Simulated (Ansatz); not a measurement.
`FC(F)(F)C#Cc1ccc(C#Cc2ccc(C#Cc3ccc(C#Cc4ccc(C#Cc5ccc(C#Cc6ccc(C(F)(F)F)cc6)cc5)cc4)cc3)cc2)cc1` with charge +1. Charge 1, multiplicity 2. Geometry PBE-D4/def2-SVP, that of the neutral singlet; atoms count from 1.

Cartesian coordinates in Å:
```
F -8.253 1.391 21.113
C -8.792 0.402 20.361
F -10.129 0.606 20.316
F -8.578 -0.765 21.015
C -8.213 0.375 19.017
C -7.723 0.351 17.893
C -7.157 0.324 16.587
C -5.771 0.081 16.407
C -5.217 0.053 15.129
C -6.028 0.268 13.981
C -5.464 0.241 12.679
C -4.974 0.218 11.547
C -4.411 0.191 10.244
C -5.183 0.560 9.110
C -4.630 0.536 7.832
C -3.280 0.136 7.631
C -2.717 0.109 6.329
C -2.227 0.086 5.197
C -1.665 0.061 3.894
C -2.341 0.662 2.798
C -1.788 0.640 1.520
C -0.536 0.010 1.279
C 0.026 -0.015 -0.024
C 0.514 -0.037 -1.157
C 1.074 -0.060 -2.460
C 0.550 0.764 -3.493
C 1.102 0.744 -4.771
C 2.200 -0.106 -5.077
C 2.760 -0.129 -6.381
C 3.247 -0.148 -7.515
C 3.806 -0.170 -8.819
C 4.707 -1.199 -9.207
C 5.254 -1.222 -10.488
C 4.933 -0.211 -11.434
C 5.493 -0.233 -12.739
C 5.979 -0.251 -13.872
C 6.539 -0.273 -15.179
C 6.411 0.848 -16.041
C 6.964 0.824 -17.323
C 7.656 -0.315 -17.773
C 8.199 -0.361 -19.180
F 8.560 0.869 -19.620
F 9.284 -1.167 -19.275
F 7.274 -0.837 -20.052
C 7.797 -1.431 -16.927
C 7.248 -1.412 -15.644
C 4.037 0.821 -11.044
C 3.484 0.840 -9.766
C 2.722 -0.932 -4.045
C 2.175 -0.907 -2.765
C 0.138 -0.595 2.375
C -0.412 -0.567 3.654
C -2.509 -0.236 8.766
C -3.061 -0.207 10.044
C -7.416 0.513 14.166
C -7.970 0.539 15.444
H -5.135 -0.086 17.289
H -4.142 -0.136 14.997
H -6.229 0.868 9.253
H -5.236 0.826 6.962
H -3.311 1.150 2.972
H -2.318 1.110 0.680
H -0.301 1.423 -3.269
H 0.690 1.387 -5.562
H 4.964 -1.985 -8.483
H 5.945 -2.026 -10.779
H 5.872 1.738 -15.686
H 6.867 1.699 -17.982
H 8.347 -2.315 -17.279
H 7.359 -2.282 -14.981
H 3.781 1.608 -11.768
H 2.791 1.642 -9.475
H 3.571 -1.594 -4.270
H 2.589 -1.549 -1.974
H 1.107 -1.085 2.201
H 0.120 -1.035 4.495
H -1.464 -0.546 8.623
H -2.454 -0.494 10.915
H -8.052 0.680 13.285
H -9.046 0.727 15.577
```

Single mean-field runs in def2-SVP are fitted with def2-universal-jkfit.

(1) Estimate the Mulliken populations of the heavy atoms from the PBE0/def2-SVP orbitals of Ansatz.

(2) Where does the spin sit?

(3) And the Mayer bond orders between heavy atoms (over 0.3, the first 40 of 61)?

Results:

(1) 
| atom | charge (e) | spin (α − β) |
| --- | --- | --- |
| F1 | -0.18 | 0.00 |
| C2 | 0.65 | 0.00 |
| F3 | -0.18 | 0.00 |
| F4 | -0.18 | 0.00 |
| C5 | -0.14 | 0.04 |
| C6 | -0.01 | -0.02 |
| C7 | -0.07 | 0.05 |
| C8 | 0.02 | -0.02 |
| C9 | 0.02 | 0.03 |
| C10 | -0.08 | -0.01 |
| C11 | 0.02 | 0.08 |
| C12 | 0.00 | -0.02 |
| C13 | -0.06 | 0.07 |
| C14 | 0.02 | -0.02 |
| C15 | 0.03 | 0.03 |
| C16 | -0.08 | 0.02 |
| C17 | 0.03 | 0.06 |
| C18 | 0.01 | 0.02 |
| C19 | -0.07 | 0.06 |
| C20 | 0.02 | 0.00 |
| C21 | 0.03 | 0.01 |
| C22 | -0.07 | 0.05 |
| C23 | 0.02 | 0.04 |
| C24 | 0.02 | 0.05 |
| C25 | -0.07 | 0.05 |
| C26 | 0.03 | 0.01 |
| C27 | 0.02 | 0.00 |
| C28 | -0.07 | 0.07 |
| C29 | 0.01 | 0.02 |
| C30 | 0.03 | 0.07 |
| C31 | -0.08 | 0.02 |
| C32 | 0.03 | 0.03 |
| C33 | 0.02 | -0.02 |
| C34 | -0.06 | 0.08 |
| C35 | 0.00 | -0.02 |
| C36 | 0.02 | 0.08 |
| C37 | -0.08 | -0.02 |
| C38 | 0.02 | 0.03 |
| C39 | 0.01 | -0.02 |
| C40 | -0.18 | 0.04 |
| C41 | 0.64 | 0.00 |
| F42 | -0.19 | 0.00 |
| F43 | -0.19 | 0.00 |
| F44 | -0.19 | 0.00 |
| C45 | 0.01 | -0.02 |
| C46 | 0.02 | 0.03 |
| C47 | 0.02 | -0.02 |
| C48 | 0.03 | 0.03 |
| C49 | 0.02 | 0.00 |
| C50 | 0.03 | 0.01 |
| C51 | 0.03 | 0.01 |
| C52 | 0.02 | 0.00 |
| C53 | 0.03 | 0.03 |
| C54 | 0.02 | -0.02 |
| C55 | 0.02 | 0.03 |
| C56 | 0.02 | -0.02 |
Mulliken values depend strongly on the basis.

(2) Summed by element: F 0.00, C 1.01, H -0.01, of 1 unpaired in all. Largest on single atoms: C36 0.08, C34 0.08, C11 0.08.

(3) F1–C2 1.14 (1.35 Å); C2–F3 1.13 (1.35 Å); C2–F4 1.14 (1.35 Å); C2–C5 0.88 (1.46 Å); C5–C6 2.87 (1.23 Å); C6–C7 1.02 (1.42 Å); C7–C8 1.32 (1.42 Å); C7–C56 1.32 (1.42 Å); C8–C9 1.42 (1.39 Å); C9–C10 1.30 (1.42 Å); C10–C11 1.06 (1.42 Å); C10–C55 1.30 (1.42 Å); C11–C12 2.53 (1.23 Å); C12–C13 1.08 (1.42 Å); C13–C14 1.29 (1.42 Å); C13–C54 1.29 (1.42 Å); C14–C15 1.44 (1.39 Å); C15–C16 1.28 (1.42 Å); C16–C17 1.09 (1.42 Å); C16–C53 1.28 (1.42 Å); C17–C18 2.50 (1.23 Å); C18–C19 1.09 (1.42 Å); C19–C20 1.28 (1.42 Å); C19–C52 1.28 (1.42 Å); C20–C21 1.45 (1.39 Å); C21–C22 1.28 (1.42 Å); C22–C23 1.10 (1.42 Å); C22–C51 1.28 (1.42 Å); C23–C24 2.49 (1.23 Å); C24–C25 1.10 (1.42 Å); C25–C26 1.28 (1.42 Å); C25–C50 1.28 (1.42 Å); C26–C27 1.45 (1.39 Å); C27–C28 1.28 (1.42 Å); C28–C29 1.09 (1.42 Å); C28–C49 1.28 (1.42 Å); C29–C30 2.50 (1.23 Å); C30–C31 1.09 (1.42 Å); C31–C32 1.28 (1.42 Å); C31–C48 1.28 (1.42 Å).
